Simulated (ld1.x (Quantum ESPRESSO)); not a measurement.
u(r) = r·R(r): atom against pseudo-atom (Ti)

Columns: radius, all-electron u(r) and pseudo u(r) of the 3d shell (level -4.26 eV) of titanium in the configuration [Ne] 3s2 3p6 3d2 4s2 4p0; PBE, scalar-relativistic, PAW scheme, ld1.x (Quantum ESPRESSO) 7.5.

```json
{"r (bohr)": "0.138", "all-electron": "0.0654", "pseudo": "0.0014"}
{"r (bohr)": "0.275", "all-electron": "0.2484", "pseudo": "0.0104"}
{"r (bohr)": "0.413", "all-electron": "0.4435", "pseudo": "0.0335"}
{"r (bohr)": "0.550", "all-electron": "0.5952", "pseudo": "0.0738"}
{"r (bohr)": "0.688", "all-electron": "0.6969", "pseudo": "0.1322"}
{"r (bohr)": "0.825", "all-electron": "0.7510", "pseudo": "0.2044"}
{"r (bohr)": "0.963", "all-electron": "0.7687", "pseudo": "0.2855"}
{"r (bohr)": "1.100", "all-electron": "0.7611", "pseudo": "0.3663"}
{"r (bohr)": "1.238", "all-electron": "0.7373", "pseudo": "0.4399"}
{"r (bohr)": "1.375", "all-electron": "0.7043", "pseudo": "0.4982"}
{"r (bohr)": "1.513", "all-electron": "0.6661", "pseudo": "0.5373"}
{"r (bohr)": "1.650", "all-electron": "0.6263", "pseudo": "0.5550"}
{"r (bohr)": "1.788", "all-electron": "0.5861", "pseudo": "0.5529"}
{"r (bohr)": "1.925", "all-electron": "0.5472", "pseudo": "0.5352"}
{"r (bohr)": "2.062", "all-electron": "0.5101", "pseudo": "0.5073"}
{"r (bohr)": "2.200", "all-electron": "0.4748", "pseudo": "0.4746"}
{"r (bohr)": "2.338", "all-electron": "0.4418", "pseudo": "0.4418"}
{"r (bohr)": "2.475", "all-electron": "0.4113", "pseudo": "0.4113"}
{"r (bohr)": "2.613", "all-electron": "0.3827", "pseudo": "0.3827"}
{"r (bohr)": "2.750", "all-electron": "0.3562", "pseudo": "0.3562"}
{"r (bohr)": "2.888", "all-electron": "0.3314", "pseudo": "0.3314"}
{"r (bohr)": "3.025", "all-electron": "0.3083", "pseudo": "0.3083"}
{"r (bohr)": "3.162", "all-electron": "0.2868", "pseudo": "0.2868"}
{"r (bohr)": "3.300", "all-electron": "0.2665", "pseudo": "0.2665"}
{"r (bohr)": "3.438", "all-electron": "0.2476", "pseudo": "0.2476"}
{"r (bohr)": "3.575", "all-electron": "0.2300", "pseudo": "0.2300"}
```

(1) How many radial nodes do the two functions have?

(2) At about which radius was the pseudo-wave matched?

(3) Where does each function peak?

(4) Is the pseudo-wave norm-conserving?

## Answers

(1) The all-electron 3d function has n − l − 1 = 0; the pseudo-wave has 0.

(2) 2.45 bohr. The columns agree to 0.0005 from 2.20 bohr on; several derivatives are matched, so the curves merge somewhat inside the radius.

(3) Outermost all-electron maximum near 0.96 bohr, pseudo maximum near 1.65 bohr (to the table’s step).

(4) No, it belongs to a PAW set: the norm inside the radius is not constrained, and the difference is carried by the augmentation charge.
